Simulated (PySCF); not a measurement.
O2S2, SMILES O=[S][S]=O (connectivity only; charge and spin as stated), neutral, multiplicity 1.

Geometry optimised at PBE0-D3(BJ)/def2-SVP. One conformer was computed; it need not be the lowest.

Calculation: PySCF with PBE/def2-TZVPD.

Symmetry labels are those of the subgroup C2v that the program uses (full group C2v).

Computed valence orbital energies around the gap with their symmetry:
```tsv
orbital	symmetry	energy (eV)
HOMO−7	A1	-12.27
HOMO−6	A1	-11.44
HOMO−5	B1	-11.37
HOMO−4	B2	-10.39
HOMO−3	A2	-10.19
HOMO−2	B2	-8.83
HOMO−1	A1	-6.88
HOMO	B1	-6.75
LUMO	A2	-4.63
LUMO+1	A1	-2.98
LUMO+2	B2	-1.53
LUMO+3	A1	-0.15
```
